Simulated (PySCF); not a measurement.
PySCF input for Ti(Cl)2(OH)2 (Cl2H2O2Ti), SMILES [Ti]([Cl])([Cl])([OH])[OH], multiplicity 1, PBE-D3(BJ)/def2-SVP. Geometry: PBE-D3(BJ)/def2-SVP. A frequency run showed that this geometry is not a minimum. The spin state was assumed, not searched. The structure was generated by enumeration; whether it is a known compound was not checked. The values are those of a single conformer.

```python
import numpy as np
from pyscf import gto, scf, dft, df
from pyscf.hessian import thermo

mol = gto.M(
    atom='''
    Ti   -0.30429318   -0.00352436    0.00000000
    Cl    0.81987686   -1.90769237    0.00000000
    Cl    1.04664268    1.74817429   -0.00000000
    O    -1.30972014    0.09853164    1.44752580
    H    -2.04042998    0.60641841    1.83836238
    O    -1.30972014    0.09853164   -1.44752580
    H    -2.04042998    0.60641840   -1.83836238
    ''',
    basis='def2-SVP',
    charge=0,
    spin=0,
    max_memory=1600,
    verbose=3,
)
mf = dft.RKS(mol, xc='pbe').density_fit(auxbasis='def2-universal-jkfit')
mf.disp = 'd3bj'
mf.grids.level = 3
mf.conv_tol = 1e-11
mf.max_cycle = 100
mf.kernel()

# [left out here: the lines that compute and print the analytic Hessian (its translational invariance restored by hand, since the grid's response is missing), thermochemistry and intensities]
```

Program output:

```
converged SCF energy = -1920.52274173385

WARN: DFTD3 does not support analytical Hessian, using finite difference


WARN: Mole.unit (angstrom) is changed to Bohr

Mode                                 0                   1                   2
Irrep
Freq [cm^-1]                     -205.4233            108.8724            142.2459
Reduced mass [au]                   1.0767              7.1831              1.9638
Force const [Dyne/A]               -0.0268              0.0502              0.0234
Char temp [K]                    -295.5584            156.6432            204.6601
Normal mode                   x     y     z       x     y     z       x     y     z
       0  Ti                 0.00 -0.00 -0.00    0.05 -0.01 -0.00   -0.03 -0.03 -0.00
       1  Cl                 0.00 -0.00  0.00   -0.05 -0.08  0.00    0.05  0.02  0.00
       2  Cl                -0.00  0.00  0.01   -0.07  0.08  0.00   -0.03 -0.05  0.00
       3   O                -0.03 -0.01 -0.03    0.05  0.01  0.01    0.01  0.06  0.04
       4   H                 0.44  0.36  0.37    0.16  0.17 -0.00    0.27  0.41  0.08
       5   O                 0.03  0.01 -0.03    0.05  0.01 -0.01    0.01  0.06 -0.04
       6   H                -0.44 -0.36  0.37    0.16  0.17  0.00    0.27  0.41 -0.08
Mode                                 3                   4                   5
Irrep
Freq [cm^-1]                      164.2893            170.3764            188.8037
Reduced mass [au]                  13.2777              6.4035              2.8466
Force const [Dyne/A]                0.2112              0.1095              0.0598
Char temp [K]                     236.3757            245.1337            271.6465
Normal mode                   x     y     z       x     y     z       x     y     z
       0  Ti                -0.00 -0.00  0.07   -0.00  0.00 -0.05    0.03 -0.02 -0.00
       1  Cl                 0.00  0.00 -0.08   -0.00  0.00 -0.01    0.04 -0.04 -0.00
       2  Cl                -0.00 -0.00 -0.01    0.00  0.00  0.08   -0.00  0.01  0.00
       3   O                -0.08  0.10  0.01    0.08  0.11  0.00   -0.08  0.06 -0.08
       4   H                -0.10  0.08 -0.00    0.05  0.18 -0.14   -0.16  0.14 -0.33
       5   O                 0.08 -0.10  0.01   -0.08 -0.11  0.00   -0.08  0.06  0.08
       6   H                 0.10 -0.08 -0.00   -0.05 -0.18 -0.14   -0.16  0.14  0.34
Mode                                 6                   7                   8
Irrep
Freq [cm^-1]                      229.7786            266.1403            346.9848
Reduced mass [au]                   1.2259              2.4411              1.7589
Force const [Dyne/A]                0.0381              0.1019              0.1248
Char temp [K]                     330.6002            382.9167            499.2338
Normal mode                   x     y     z       x     y     z       x     y     z
       0  Ti                -0.00  0.00 -0.01   -0.02 -0.01 -0.00   -0.01  0.01 -0.00
       1  Cl                -0.00  0.00  0.01    0.03 -0.04  0.00    0.03 -0.05  0.00
       2  Cl                 0.00 -0.00  0.02   -0.04 -0.02  0.00    0.03  0.03  0.00
       3   O                 0.02  0.06 -0.04    0.05  0.11  0.01   -0.06  0.00 -0.07
       4   H                -0.04 -0.43  0.46   -0.20 -0.36  0.13    0.21 -0.04  0.48
       5   O                -0.02 -0.06 -0.04    0.05  0.11 -0.01   -0.06  0.00  0.07
       6   H                 0.04  0.43  0.46   -0.20 -0.36 -0.13    0.21 -0.04 -0.48
Mode                                 9                  10                  11
Irrep
Freq [cm^-1]                      415.8225            485.5726            793.0657
Reduced mass [au]                  11.3773             25.0348              7.8463
Force const [Dyne/A]                1.1591              3.4778              2.9076
Char temp [K]                     598.2759            698.6308           1141.0450
Normal mode                   x     y     z       x     y     z       x     y     z
       0  Ti                -0.07 -0.01  0.00   -0.00 -0.11 -0.00   -0.07  0.01 -0.00
       1  Cl                 0.04 -0.06 -0.00   -0.04  0.07  0.00    0.00 -0.00 -0.00
       2  Cl                 0.06  0.07 -0.00    0.03  0.05  0.00    0.00 -0.00 -0.00
       3   O                -0.00 -0.00  0.08    0.01  0.03 -0.03    0.09 -0.02 -0.11
       4   H                -0.08  0.05 -0.14    0.00 -0.06  0.06    0.09  0.02 -0.18
       5   O                -0.00 -0.00 -0.08    0.01  0.03  0.03    0.09 -0.02  0.11
       6   H                -0.08  0.05  0.14    0.00 -0.06 -0.06    0.09  0.02  0.18
Mode                                12                  13                  14
Irrep
Freq [cm^-1]                      807.5415           3791.4236           3796.9609
Reduced mass [au]                   9.8618              1.0681              1.0693
Force const [Dyne/A]                3.7891              9.0459              9.0828
Char temp [K]                    1161.8724           5455.0144           5462.9814
Normal mode                   x     y     z       x     y     z       x     y     z
       0  Ti                -0.00  0.00 -0.08    0.00 -0.00 -0.00   -0.00 -0.00  0.00
       1  Cl                 0.00 -0.00  0.00   -0.00  0.00  0.00   -0.00  0.00 -0.00
       2  Cl                 0.00  0.00  0.00   -0.00 -0.00 -0.00   -0.00 -0.00  0.00
       3   O                -0.08  0.01  0.11   -0.03  0.02  0.02    0.03 -0.02 -0.02
       4   H                -0.07 -0.01  0.15    0.51 -0.35 -0.28   -0.51  0.35  0.28
       5   O                 0.08 -0.01  0.11    0.03 -0.02  0.02    0.03 -0.02  0.02
       6   H                 0.07  0.01  0.15   -0.51  0.35 -0.28   -0.51  0.35 -0.28
temperature 298.1500 [K]
pressure 101325.00 [Pa]
Rotational constants [GHz] 2.47789 1.61810 1.37121
Symmetry number 1
Zero-point energy (ZPE) 0.02667 [Eh]   70028.663 [J/mol]
                           tot       elec      trans        rot        vib
Entropy [J/mol/K]       373.932      0.000    171.466    119.077     83.389
Cv [J/mol/K]            102.784      0.000     12.472     12.472     77.840
Cp [J/mol/K]            111.098      0.000     20.786     12.472     77.840
Internal energy [J/mol]                      3718.434   3718.434  83710.141
Internal energy [Eh]   -1920.48803  -1920.52274
Enthalpy [J/mol]                             6197.391   3718.434  83710.141
Enthalpy [Eh]          -1920.48708
Gibbs free energy [J/mol]                  -44925.203 -31784.310  58847.704
Gibbs free energy [Eh] -1920.52954
mode   freq/cm-1   IR/(km/mol)
   1     -205.42        97.798
   2      108.87        25.634
   3      142.25        87.604
   4      164.29         2.738
   5      170.38        24.457
   6      188.80         1.188
   7      229.78       182.144
   8      266.14       162.644
   9      346.98         8.822
  10      415.82        39.820
  11      485.57       154.314
  12      793.07       132.943
  13      807.54       142.236
  14     3791.42       195.259
  15     3796.96       361.503
max |gradient| / (hartree/bohr): 0.00015156566781879933
APT charges: [ 1.9662 -0.5117 -0.5057 -0.8635  0.3891 -0.8635  0.3891]
```

Self-consistency was reached. The end point has an imaginary mode, so it is no minimum.

Cost: about 80 core-seconds (a rough figure).
